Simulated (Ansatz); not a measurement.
The cluster Pd2Se3, relaxed as a singlet with RKS PBE-D4/def2-SVP in Ansatz, starting from the GFN2-xTB geometry. Force threshold 0.02 eV/Å.

In the def2 sets Pd takes a core potential; there is no spin–orbit coupling. The relaxation made no stability test and no search for a lower SCF solution. No other spin state of charge 0 was run. The structure comes from a short search, and lower isomers may exist.

Start:

Cartesian coordinates in Å:
```
Pd 0.616 1.374 0.436
Pd -0.889 -1.121 0.492
Se -1.475 0.687 -1.510
Se 1.189 -0.611 1.683
Se 0.559 -0.329 -1.101
```

```csv
step,energy (eV),largest force component (eV/Å),SCF passes
1,-202960.1665,1.361,40
2,-202960.2641,0.190,34
3,-202960.2847,0.124,29
4,-202960.2925,0.128,26
5,-202960.3050,0.236,33
6 (rejected),-202960.2926,0.458,39
7,-202960.3442,0.110,33
8,-202960.3625,0.044,32
9,-202960.3628,0.021,27
10,-202960.3629,0.005,27
```

Force components are those of the run's own axes.

End:

```xyz
5

Pd    0.331    1.406    0.381
Pd   -1.021   -0.977    0.486
Se   -1.417    0.745   -1.375
Se    1.316   -0.681    1.502
Se    0.792   -0.493   -0.994
```

By distances, no bond broke or formed. The bond that changes most is Pd1–Se3, from 2.94 to 2.56 Å (atoms count from 1). The end is the same structure that another start reached.

No frequencies were taken in this run, so the end may be a saddle point.

Run time 41 s (4 threads of Arm Neoverse N1 on a shared host).
